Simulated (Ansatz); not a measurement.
CH5BGeO, SMILES `[BH2][GeH]1[CH2][O]1`, relaxed with RKS PBE-D4/def2-SVP in Ansatz from a rough embedded geometry. The force threshold is 0.03 eV/Å; the program also tests the step.

Charge 0, multiplicity 1.

Start:

```xyz
9

B     0.550   -1.540   -0.679
Ge    0.232    0.382   -0.573
C    -0.383    1.024    1.143
O    -1.346    0.713    0.230
H     0.534   -2.252    0.320
H     0.798   -2.126   -1.725
H     0.245    1.281   -1.872
H    -0.250    0.375    1.947
H    -0.380    2.142    1.209
```

(1) By how much does the energy fall, and how many steps does the optimiser take? (An estimate is asked.)

(2) Which bonds change most? (Best estimate.)

(3) Give the relaxed structure. (An estimate is asked.)

## Answers

(1) Computed: 58.88 kJ/mol, in 9 steps, 1 of them rejected.

(2) The calculation gave: Ge2–O4 from 1.802 to 1.908 Å; C3–H8 from 1.042 to 1.112 Å; Ge2–C3 from 1.932 to 2.001 Å; Ge2–H7 from 1.580 to 1.543 Å.

(3) Computed: 
```xyz
9

B     0.547   -1.627   -0.722
Ge    0.011    0.285   -0.735
C    -0.361    1.048    1.077
O    -1.486    0.654    0.389
H     0.092   -2.307    0.174
H     1.351   -2.064   -1.518
H     0.067    1.415   -1.785
H    -0.071    0.457    1.973
H    -0.150    2.139    1.148
```
